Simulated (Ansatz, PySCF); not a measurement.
Here is a job for PySCF.
```python
from pyscf import gto, scf

mol = gto.Mole()
mol.atom = '''
    Au    0.341711    0.055074   -0.337038
    C     1.699818    0.540479   -1.832344
    H     2.595893   -0.094871   -1.835503
    H     2.081230    1.568080   -1.768324
    H     1.287392    0.453572   -2.846332
    C    -2.616804   -0.721516    2.757288
    N    -1.919171    0.008145    1.706044
    C    -0.928383   -0.425489    1.077054
    H    -2.587001   -0.132111    3.681651
    H    -2.197772   -1.721150    2.969291
    H    -3.668537   -0.842201    2.470959
'''
mol.basis = 'def2-svp'
mol.ecp = {'Au': 'def2-svp'}
mol.charge = -1
mol.spin = 1
mol.verbose = 4
mol.build()

mf = scf.UHF(mol)
mf.kernel()
```

Task: Give the equivalent Ansatz (an electronic-structure program) input.

Result: Several could match; the one computed here: 
Ansatz 0.2 input:
```yaml
crystal:
  periodic: [false, false, false]
  atoms:
    - {symbol: Au, position_ang: [0.34171143, 0.05507365, -0.33703847]}
    - {symbol: C, position_ang: [1.69981826, 0.54047931, -1.83234399]}
    - {symbol: H, position_ang: [2.59589301, -0.09487127, -1.83550291]}
    - {symbol: H, position_ang: [2.08123020, 1.56807971, -1.76832366]}
    - {symbol: H, position_ang: [1.28739199, 0.45357164, -2.84633168]}
    - {symbol: C, position_ang: [-2.61680380, -0.72151647, 2.75728783]}
    - {symbol: N, position_ang: [-1.91917145, 0.00814549, 1.70604424]}
    - {symbol: C, position_ang: [-0.92838272, -0.42548863, 1.07705401]}
    - {symbol: H, position_ang: [-2.58700067, -0.13211063, 3.68165130]}
    - {symbol: H, position_ang: [-2.19777157, -1.72115018, 2.96929065]}
    - {symbol: H, position_ang: [-3.66853661, -0.84220084, 2.47095867]}
basis:
  gaussian:
    orbitals: def2-SVP
hamiltonian:
  xc: hf
total_charge: -1
magnetization: {spin_polarized: true, initial_magnetization: 1}
accuracy: high
```

Both were run: PySCF gave -306.146222 Eh and Ansatz -306.146222 Eh, 0.000 mEh apart.
